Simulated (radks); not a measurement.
The numbers below are computed, except where a source is named.
Fractional charge and spin in the 5p shell of gadolinium: the spin-up occupation runs from 2 to 3 and the spin-down occupation from 2 to 3; the fullest corner is Gd2+, [Kr] 4d10 4f(up 3.5, down 3.5) 5s2 5d(up 0.5, down 0.5) 5p(up 3, down 3). Code: a radial shooting solver on a logarithmic mesh with Libxc functionals. Model: scalar-relativistic Kohn-Sham, BLYP, spin-polarised, spherical densities, point nucleus. Energy (eV) above the fullest corner. The planes named below are the two flat planes that join the four corners, with an edge along up + down = one added electron.

down \ up,2,2.25,2.5,2.75,3
2,107.427,91.051,75.510,60.795,46.895
2.25,91.051,75.564,60.901,47.052,34.006
2.5,75.510,60.901,47.104,34.108,21.902
2.75,60.795,47.052,34.108,21.952,10.571
3,46.895,34.006,21.902,10.571,0.000

Corners above the fullest one (they belong to Gd3+ and the next ion): (up 3, down 2) 46.895 eV, (up 2, down 3) 46.895 eV, (up 2, down 2) 107.43 eV. With half an added electron in each spin the energy lies 0.209 eV from the planes, and with half an added electron in spin up alone -1.651 eV. The planes are only a guide here: the flat-plane condition holds for ground states with one frontier orbital, while this shell lies below other occupied shells, so the corners above the fullest one are inner-hole states and not the ground states of those ions.
